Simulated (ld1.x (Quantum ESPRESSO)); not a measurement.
**How hard is this Ge TM potential?**

```
Element                 : germanium
Generator               : ld1.x (Quantum ESPRESSO) 7.5
Type                    : norm-conserving Troullier–Martins (Kleinman–Bylander form)
Functional              : PBE
Relativity              : scalar-relativistic
Frozen core             : [Ar] 3d10
Valence charge          : 4
Reference configuration : 4s2 4p2
Partial waves           : 4p (bound): rc 2.10 bohr; 4s (bound): rc 1.90 bohr
Local potential         : the s channel
Core correction         : a·sin(br)/r model core inside 1.95 bohr
```

The pseudo-atom Hamiltonian at the reference potential is diagonalised in spherical Bessel functions j_l(qr) that vanish at 20 bohr, with q² up to the cutoff. All-electron valence levels (Ry): 4p -0.2863, 4s -0.8622.

Task: How do the lowest levels (Ry) of each channel move with the cutoff, and are there ghosts?

Result:

```tsv
cutoff (Ry)	p #1	s #1	d #1	f #1	f #2	Σ f·Δε (mRy)
8	-0.2790	-0.8205	0.0533	0.1080	0.2313	98.1
12	-0.2829	-0.8527	0.0533	0.1080	0.2313	25.9
18	-0.2859	-0.8570	0.0533	0.1080	0.2313	11.3
30	-0.2862	-0.8602	0.0532	0.1080	0.2313	4.3
40	-0.2863	-0.8620	0.0532	0.1080	0.2313	0.5
50	-0.2863	-0.8620	0.0532	0.1080	0.2313	0.4
400	-0.2863	-0.8622	0.0532	0.1080	0.2313	0.0
```

Result: no extra level below or beside the all-electron valence levels (p, s, d, f tested); 10 mRy is reached at 25 Ry and 1 mRy at 40 Ry.
